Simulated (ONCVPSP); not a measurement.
u(r) = r·R(r): atom against pseudo-atom (hydrogen)

Columns: radius, all-electron u(r) and pseudo u(r) of the 1s shell (level -6.36 eV) of hydrogen in the configuration 1s1; LDA (Perdew-Zunger), non-relativistic, ONCV scheme, ONCVPSP 4.0.1.

```tsv
r (bohr)	all-electron	pseudo
0.065	0.1127	0.0902
0.130	0.2113	0.1782
0.195	0.2970	0.2621
0.260	0.3711	0.3402
0.325	0.4348	0.4113
0.390	0.4891	0.4746
0.455	0.5351	0.5297
0.520	0.5735	0.5761
0.585	0.6053	0.6139
0.650	0.6312	0.6435
0.715	0.6517	0.6653
0.780	0.6676	0.6803
0.845	0.6794	0.6896
0.910	0.6874	0.6947
0.975	0.6922	0.6966
1.040	0.6942	0.6963
1.105	0.6936	0.6944
1.170	0.6908	0.6910
1.235	0.6862	0.6862
1.300	0.6798	0.6798
1.365	0.6720	0.6720
1.430	0.6629	0.6629
1.495	0.6528	0.6528
1.560	0.6418	0.6418
1.625	0.6300	0.6300
1.690	0.6175	0.6175
```

Problem. How many radial nodes do the two functions have?

Solution. The all-electron 1s function has n − l − 1 = 0; the pseudo-wave has 0.

Problem. At about which radius was the pseudo-wave matched?

Solution. 1.30 bohr. The columns agree to 0.0005 from 1.17 bohr on; several derivatives are matched, so the curves merge somewhat inside the radius.

Problem. Where does each function peak?

Solution. Outermost all-electron maximum near 1.04 bohr, pseudo maximum near 0.97 bohr (to the table’s step).

Problem. Is the pseudo-wave norm-conserving?

Solution. Yes: the ONCV scheme keeps the norm inside the radius equal to the all-electron one, which fixes the energy derivative of the logarithmic derivative at the level.
